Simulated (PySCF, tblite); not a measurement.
Species: C6H4F3N3.
Bonds: C1–C2 (triple), C2–C3, C3–N4, N4–C5 (aromatic), C5–C6 (aromatic), C6–C7, C7–F8, C7–F9, C7–F10, C6–N11 (aromatic), N11–N12 (aromatic), N4–N12 (aromatic). Hydrogens: H13 on C1; H14, H15 on C3; H16 on C5.

Structure optimised with GFN2-xTB, isolated species.

(1) Give the optimised bond lengths and angles.

## Answers

(1) 
```csv
bond,length (Å)
C1≡C2,1.196
C2–C3,1.451
C3–N4,1.443
N4–C5,1.347
C5–C6,1.382
C6–C7,1.487
"C7–F8, C7–F9, C7–F10",1.342
C6–N11,1.351
N11–N12,1.272
N4–N12,1.325
C1–H13,1.049
"C3–H14, C3–H15",1.096
C5–H16,1.069
```

Bonds in one row agree within 0.01 Å and their mean is given. A selection of angles:
```csv
angle,degrees
C2–C1–H13,178.7
C1–C2–C3,178.3
C2–C3–N4,111.3
C2–C3–H14,109.5
N4–C3–H14,109.7
N4–C3–H15,106.7
H14–C3–H15,109.1
C3–N4–C5,128.6
C3–N4–N12,121.2
C5–N4–N12,110.2
N4–C5–C6,103.6
N4–C5–H16,124.0
C6–C5–H16,132.4
C5–C6–C7,128.9
C5–C6–N11,108.1
C7–C6–N11,123.0
C6–C7–F8,112.9
C6–C7–F9,110.9
F8–C7–F9,106.4
F8–C7–F10,106.8
C6–N11–N12,108.8
N4–N12–N11,109.3
```

Torsions: C2–C3–N4–C5 -49° (synclinal); C5–C6–C7–F8 -117° (anticlinal). The mirror-image conformer, all signs reversed, is as good.

Of the pairs four or more bonds apart, C2···H16 is among the closest relative to their van der Waals radii: 2.94 Å, 101 % of the sum of Bondi's values. N4 (pyrrole-type nitrogen) is planar (angles 128.6°, 121.2° and 110.2°, sum 360.0°, 0.00 Å off the plane of its three neighbours). The 2 N–N bonds span 1.272 Å (N11–N12, aromatic) to 1.325 Å (N4–N12, aromatic), a spread of 0.053 Å. The C–N distances run from 1.347 Å (N4–C5, aromatic) to 1.443 Å (C3–N4, drawn single), a spread of 0.096 Å. The C–C distances run from 1.196 Å (C1≡C2, drawn triple) to 1.487 Å (C6–C7, drawn single), a spread of 0.291 Å. N12 (pyridine-type nitrogen) is bent (angle 109.3°). The 5-membered ring N4–C5–C6–N11–N12 has internal angles of 103.6° to 110.2°; it is planar, 0.00 Å rms from its mean plane, widest ring torsion 0°.

Point group: C1 (no symmetry element, even within 0.4 Å). Its lowest GFN2-xTB frequency is 13 cm⁻¹, too small to tell a flat minimum from a shallow saddle. One conformer, not necessarily the lowest. 3 starts were optimised and ended at 0.00, 0.01 and 0.05 kcal/mol (GFN2-xTB); the lowest of these is shown.

The numbers are calculated, not measured.
